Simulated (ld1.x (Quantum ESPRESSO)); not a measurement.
Before and after: TM potential for Re

```json
{"Element": "Re (Z = 75)", "Generator": "ld1.x (Quantum ESPRESSO) 7.5", "Type": "norm-conserving Troullier–Martins (Kleinman–Bylander form)", "Functional": "LDA (PZ)", "Relativity": "scalar-relativistic", "Frozen core": "[Kr] 4d10 4f14 5s2", "Valence charge": "13", "Reference configuration": "5p6 5d5 6s2 6p0", "Partial waves": "6s (bound): rc 2.55 bohr; 5d (bound): rc 2.60 bohr; 5p (bound): rc 1.95 bohr", "Local potential": "the p channel", "Core correction": "Bessel-smoothed model core inside 1.15 bohr"}
```

Change: core correction Bessel-smoothed model core inside 1.74 bohr.

Cutoffs: the cutoffs (Ry, on a coarse ladder) from which the occupation-weighted sum of valence levels, in a spherical-Bessel basis at the reference potential, stays within 10 and 1 mRy of its value at 400 Ry; they do not see the model core or the augmentation charge, which bear on the density cutoff. Errors are all-electron minus pseudo energies relative to the spin-unpolarised reference configuration.

Problem. Predict the effect on cutoff, ghosts and configuration errors.

Solution. The potential gets neither clearly harder nor softer (30 Ry and 45 Ry → 30 Ry and 45 Ry); both files keep a bound ghost (s); of the 9 tests that both files solve, the error grows in 2 and shrinks in 0 by more than 15 % and 0.3 meV (median size 32.0 → 31.3 meV). A wider model core is smoother and lowers the density cutoff, which this test does not measure.

| quantity | base | changed |
| --- | --- | --- |
| cutoff, loose | 30 Ry | 30 Ry |
| cutoff, tight | 45 Ry | 45 Ry |
| bound ghosts | s | s |
| error for 5p6 5d5 6s1 6p0, meV [ΔE 9.52 eV] | -7.7 | -7.5 |
| error for 5p6 5d5 6s0 6p0, meV [ΔE 26.20 eV] | -32 | -31 |
| error for 5p6 5d4 6s0 6p0, meV [ΔE 53.64 eV] | -2.0 | -1.7 |
| error for 5p6 5d6 6s1 6p0, meV [ΔE 0.97 eV] | -18 | -18 |
| error for 5p6 5d3 6s0 6p0, meV [ΔE 93.32 eV] | +50 | +53 |
| error for 5p6 5d5 6s0 6p1, meV [ΔE 15.42 eV] | +292 | +292 |
| error for 5p6 5d5.5 6s1.5 6p0, meV [ΔE 0.39 eV] | -5.9 | -5.8 |
| error for 5p6 5d5 6s2 6p0 (spin-polarised), meV [ΔE -3.11 eV] | +97 | +194 |
| error for 5p6 5d5 6s1 6p0 (spin-polarised), meV [ΔE 5.05 eV] | +154 | +258 |
| s: phases at 2.86 bohr within 0.05 rad from the reference energy up to (Ry; the scan ends near 5) | n/a | n/a |
| p: phases at 2.86 bohr within 0.05 rad from the reference energy up to (Ry; the scan ends near 5) | -0.3 | -0.3 |
| d: phases at 2.86 bohr within 0.05 rad from the reference energy up to (Ry; the scan ends near 5) | 2.1 | 2.1 |

Base: These tests converged, but a pseudo level misses the all-electron one widely, so the file describes the atom poorly there or has found another state: 5p6 5d3 6s0 6p0: empty 6s by 4.4 eV. A true bound ghost makes a file unfit for plane-wave use even where its test errors are small: the radial tests pick states by their node count and pass the ghost by.
